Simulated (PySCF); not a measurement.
**`InChI=1S/C6H8O5/c1-4-6(2,9-3-7)11-5(8)10-4/h3-4H,1-2H3/t4-,6+/m0/s1`**

Geometry:
```csv
atom,x (Å),y (Å),z (Å)
C1,1.765,-0.408,-0.811
C2,0.783,0.585,-0.209
O3,1.391,1.289,0.867
C4,0.816,0.976,2.031
O5,1.168,1.358,3.092
O6,-0.226,0.128,1.831
C7,-0.479,-0.033,0.463
C8,-0.795,-1.488,0.158
O9,-1.630,0.798,0.201
C10,-2.085,0.913,-1.035
O11,-1.634,0.412,-2.022
H12,1.307,-0.916,-1.654
H13,2.638,0.139,-1.158
H14,2.087,-1.134,-0.070
H15,0.490,1.321,-0.965
H16,0.021,-2.122,0.489
H17,-1.694,-1.760,0.706
H18,-0.963,-1.619,-0.907
H19,-2.969,1.571,-1.014
```

Method used: PySCF, GIAO CAM-B3LYP/pcSseg-1 magnetisability, rotational g tensor and spin-rotation constants, non-relativistic, gas phase. Geometry: GFN2-xTB.

Question: Give the nuclear spin-rotation constants along the inertial axes (H = +C I·J) beside the isotropic shieldings.

Answer: Rotational constants 1.9080, 0.8993, 0.7966 GHz. A star marks the isotopologue with that one atom substituted, in its own axes.
| atom | isotope | Caa (kHz) | Cbb (kHz) | Ccc (kHz) | mean (kHz) | σ (ppm) |
| --- | --- | --- | --- | --- | --- | --- |
| H12 | 1H | -0.006 | -0.084 | -0.088 | -0.059 | 30.3 |
| H13 | 1H | -0.201 | -0.033 | -0.047 | -0.093 | 30.0 |
| H14 | 1H | -0.146 | -0.095 | -0.024 | -0.088 | 30.7 |
| H15 | 1H | -0.114 | -0.086 | 0.007 | -0.065 | 26.9 |
| H16 | 1H | -0.139 | -0.069 | -0.047 | -0.085 | 30.3 |
| H17 | 1H | -0.222 | -0.020 | -0.050 | -0.097 | 30.0 |
| H18 | 1H | -0.013 | -0.073 | -0.079 | -0.055 | 29.2 |
| H19 | 1H | -0.120 | 0.012 | -0.040 | -0.049 | 23.8 |
| C1 | 13C* | 0.269 | 0.130 | 0.121 | 0.173 | 165.6 |
| C2 | 13C* | 0.401 | 0.241 | 0.203 | 0.282 | 100.2 |
| O3 | 17O* | -0.539 | -0.116 | -0.131 | -0.262 | 161.8 |
| C4 | 13C* | 0.505 | 0.347 | 0.331 | 0.394 | 25.2 |
| O5 | 17O* | -0.753 | -0.248 | -0.196 | -0.399 | 23.2 |
| O6 | 17O* | -0.474 | -0.190 | -0.154 | -0.273 | 130.7 |
| C7 | 13C* | 0.537 | 0.265 | 0.226 | 0.343 | 71.4 |
| C8 | 13C* | 0.282 | 0.143 | 0.113 | 0.179 | 163.1 |
| O9 | 17O* | -0.444 | -0.335 | -0.177 | -0.319 | 60.0 |
| C10 | 13C* | 0.870 | 0.295 | 0.258 | 0.474 | 16.1 |
| O11 | 17O* | -1.063 | -0.483 | -0.148 | -0.565 | -124.8 |

For the geometry as given, no vibrational averaging.
